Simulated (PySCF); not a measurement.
Species: CH₄BrGeN.
SMILES with atom numbers: `[CH2:1]=[N:2][GeH2:3][Br:4]` (hydrogens: H5, H6 on C1; H7, H8 on Ge3)

Geometry (PBE0-D3(BJ)/def2-SVP, Å), atoms numbered from 1 in this order:
```
atom  x, y, z in Å
C1     1.3420   -0.0189    0.4208
N2     0.3055   -0.7388    0.4272
Ge3   -1.3221   -0.2082   -0.2520
Br4   -1.2135    1.9405   -1.1398
H5     1.3939    1.0062   -0.0010
H6     2.2784   -0.4096    0.8598
H7    -1.7075   -1.1660   -1.3843
H8    -2.3373   -0.1779    0.8953
```

Level of theory: PBE0-D3(BJ)/def2-SVP geometry optimisation, gas phase in PySCF.

Take the most abundant isotopes and a rigid rotor. The values belong to one conformer with, in the numbering `[CH2:1]=[N:2][GeH2:3][Br:4]`, C1–N2–Ge3–Br4 1°.

Give the principal moments of inertia and the rotational constants in MHz.

Ia = 106.05, Ib = 303.61, Ic = 403.04 u·Å²; 505379 MHz·u·Å²/I gives A = 4766, B = 1665, C = 1254 MHz.

Classify the top.

An asymmetric top. Ray's parameter κ = (2B − A − C)/(A − C) = -0.766; −1 is the prolate and +1 the oblate limit.

What does the inertial defect say?

Not planar: Δ = Ic − Ia − Ib = -6.62 u·Å². For a rigid frame Δ = −2 Σ m c², so Σ m c² = 3.31 u·Å² lies off the ab plane, practically all of it from hydrogen. The atom farthest from that plane is 1.29 Å away.

Give the other two planar moments, Paa and Pbb, and the rms extents of the mass along the axes.

Paa = Σ m a² = (Ib + Ic − Ia)/2 = 300.30 and Pbb = Σ m b² = (Ia + Ic − Ib)/2 = 102.73 u·Å². With the mass M = 182.87 u, the rms extents √(P/M) along a, b and c are 1.28, 0.75, 0.13 Å.

Predict some low-J microwave lines.

The dipole components are |μa| = 0.78 D, |μb| = 0.38 D, |μc| = 0.00 D; the mirror of this Cs structure is the ab plane, so μc vanishes by symmetry (the 0.01 D computed is a residue) and there are no c-type lines. Intensities carry the squares of the components, which stand as 1.00 : 0.24 (a : b). Some of the stronger lines:

```json
{"type": "a", "branch": "Q", "J(Ka,Kc)": "3(1,2) ← 3(1,3)", "MHz": "2461", "lower level (cm⁻¹)": "0.653"}
{"type": "a", "branch": "R", "J(Ka,Kc)": "1(0,1) ← 0(0,0)", "MHz": "2918", "lower level (cm⁻¹)": "0.000"}
{"type": "b", "branch": "Q", "J(Ka,Kc)": "2(1,1) ← 2(0,2)", "MHz": "3960", "lower level (cm⁻¹)": "0.291"}
{"type": "b", "branch": "Q", "J(Ka,Kc)": "4(1,3) ← 4(0,4)", "MHz": "5803", "lower level (cm⁻¹)": "0.955"}
{"type": "b", "branch": "R", "J(Ka,Kc)": "1(1,1) ← 0(0,0)", "MHz": "6020", "lower level (cm⁻¹)": "0.000"}
{"type": "a", "branch": "R", "J(Ka,Kc)": "2(1,1) ← 1(1,0)", "MHz": "6248", "lower level (cm⁻¹)": "0.214"}
{"type": "a", "branch": "R", "J(Ka,Kc)": "3(1,3) ← 2(1,2)", "MHz": "8117", "lower level (cm⁻¹)": "0.382"}
{"type": "a", "branch": "R", "J(Ka,Kc)": "3(0,3) ← 2(0,2)", "MHz": "8605", "lower level (cm⁻¹)": "0.291"}
{"type": "a", "branch": "R", "J(Ka,Kc)": "3(2,2) ← 2(2,1)", "MHz": "8755", "lower level (cm⁻¹)": "0.733"}
{"type": "a", "branch": "R", "J(Ka,Kc)": "3(1,2) ← 2(1,1)", "MHz": "9346", "lower level (cm⁻¹)": "0.423"}
{"type": "b", "branch": "Q", "J(Ka,Kc)": "2(2,1) ← 2(1,2)", "MHz": "10535", "lower level (cm⁻¹)": "0.382"}
{"type": "b", "branch": "Q", "J(Ka,Kc)": "3(2,2) ← 3(1,3)", "MHz": "11174", "lower level (cm⁻¹)": "0.653"}
{"type": "b", "branch": "Q", "J(Ka,Kc)": "4(2,3) ← 4(1,4)", "MHz": "12035", "lower level (cm⁻¹)": "1.012"}
{"type": "b", "branch": "R", "J(Ka,Kc)": "2(2,0) ← 1(1,1)", "MHz": "16000", "lower level (cm⁻¹)": "0.201"}
{"type": "b", "branch": "Q", "J(Ka,Kc)": "4(3,1) ← 4(2,2)", "MHz": "16119", "lower level (cm⁻¹)": "1.432"}
{"type": "b", "branch": "Q", "J(Ka,Kc)": "4(3,2) ← 4(2,3)", "MHz": "16655", "lower level (cm⁻¹)": "1.414"}
{"type": "b", "branch": "R", "J(Ka,Kc)": "3(2,2) ← 2(1,1)", "MHz": "18059", "lower level (cm⁻¹)": "0.423"}
{"type": "b", "branch": "Q", "J(Ka,Kc)": "4(4,0) ← 4(3,1)", "MHz": "23066", "lower level (cm⁻¹)": "1.970"}
{"type": "b", "branch": "R", "J(Ka,Kc)": "4(4,0) ← 3(3,1)", "MHz": "34826", "lower level (cm⁻¹)": "1.577"}
```

Estimate the classical rotational partition function at 25 K, 298.15 K and 500 K.

Point group Cs, symmetry number σ = 1; q = (√π/σ)·√((kT/h)³/(ABC)), k/h = 20836.6 MHz/K: 6680 at 25 K, 275000 at 298.15 K, 598000 at 500 K.

PBE0-D3(BJ)/def2-SVP frequencies: not computed here. Constants of a rigid frame at the computed geometry: no zero-point averaging, no centrifugal distortion. Quadrupole hyperfine structure (14N, 79Br) is left out.

On Arm Neoverse V1, one thread, no GPU, shared host, this took 38 s and 0.45 GiB of memory at its peak. This is the geometry optimisation.
